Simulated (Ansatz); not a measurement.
Reaction (cleavage of the Si–Al bond): `C=[N][AlH][SiH2]Br` + H₂Se → `[SeH][SiH2]Br` + `C=[N][AlH2]`

Gas-phase electronic energies from Ansatz, PBE0-D4/def2-TZVP geometries. CBS: MP2 limit from def2 TZ/QZ plus the TZ coupled-cluster correction, frozen cores. For Br, Se outer-core shells are correlated without core-valence functions, which leaves a few kJ/mol of doubt a bond. Scalar relativity is left out up to krypton. One conformer a species, not always the lowest.

```csv
species,SCS-MP2/def2-TZVPP energy (Eh)
`C=[N][AlH][SiH2]Br`,-3199.41604
H₂Se,-2401.28007
`[SeH][SiH2]Br`,-5263.67232
`C=[N][AlH2]`,-337.04609
```

Problem. Work out ΔE.

Solution. ΔE = (-5263.67232) + (-337.04609) − (-3199.41604) − (-2401.28007) = -0.02230 Eh = -14.0 kcal/mol. CCSD(T)/CBS gives -12.9 kcal/mol.

Largest T1 diagnostic among the species: 0.015.

Leaving LDA and LC-ωPBE aside and taking each functional with its dispersion term where it has one, the values, not all of them listed here, spread over 3.7 kcal/mol, from B97M-V to PBE-D4. At CCSD(T), def2-SVP lies +2.5 kcal/mol from the extrapolated value and def2-TZVPP +1.2 kcal/mol. From BLYP to BHLYP (50 % exact exchange), in def2-TZVPP and without D4, ΔE moves by −1.6 kcal/mol.
